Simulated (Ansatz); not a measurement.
Cartesian coordinates in Å:
```
C -0.044 1.463 -1.401
C -0.052 0.763 -0.271
F -0.183 1.403 0.902
N 0.057 -0.586 -0.073
Al 0.047 -1.534 1.456
H 0.061 0.965 -2.354
H -0.143 2.537 -1.371
H 0.156 -1.081 -0.947
H 0.203 -3.085 1.197
H -0.103 -0.844 2.861
```

The species carries charge 0 and has multiplicity 1.

List the B3LYP/def2-TZVPP orbital energies in eV (the Gaussian-basis code of Ansatz). (Estimate.)

Computed: Occupied: -1524.52, -672.04, -389.90, -279.98, -276.29, -112.52, -73.26, -73.08, -73.05, -33.71, -24.88, -20.27, -16.79, -14.60, -13.86, -13.14, -12.21, -11.42, -10.86, -9.81, -9.44, -8.52, -6.19. Lowest empty: -1.47, 0.15, 0.79, 1.06, 1.55, 2.17, 2.58, 3.06.

B3LYP here is the variant with VWN-RPA as its local correlation; programs differ in this.
